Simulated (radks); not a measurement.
Fractional charge and spin in the 3d shell of copper: the spin-up occupation runs from 4 to 5 and the spin-down occupation from 4 to 5; the fullest corner is Cu, [Ar] 4s(up 0.5, down 0.5) 3d(up 5, down 5). Calculated with a radial shooting solver on a logarithmic mesh with Libxc functionals: non-relativistic Kohn-Sham, PBE, spin-polarised, spherical densities, point nucleus. Energy (eV) minus the two flat planes that join the four corners (they meet along the diagonal where the two added fractions sum to one electron); zero is where a piecewise linear energy would lie.

down \ up,4,4.25,4.5,4.75,5
4,0.000,-1.642,-2.158,-1.593,0.000
4.25,-1.642,-2.090,-1.461,0.193,-1.292
4.5,-2.158,-1.461,0.258,-1.166,-1.679
4.75,-1.593,0.193,-1.166,-1.618,-1.225
5,0.000,-1.292,-1.679,-1.225,0.000

Corners above the fullest one (they belong to Cu+ and the next ion): (up 5, down 4) 11.555 eV, (up 4, down 5) 11.555 eV, (up 4, down 4) 39.557 eV. With half an added electron in each spin the energy lies 0.258 eV from the planes, and with half an added electron in spin up alone -2.158 eV. The planes are only a guide here: the flat-plane condition holds for ground states with one frontier orbital, while this shell lies below other occupied shells, so the corners above the fullest one are inner-hole states and not the ground states of those ions.
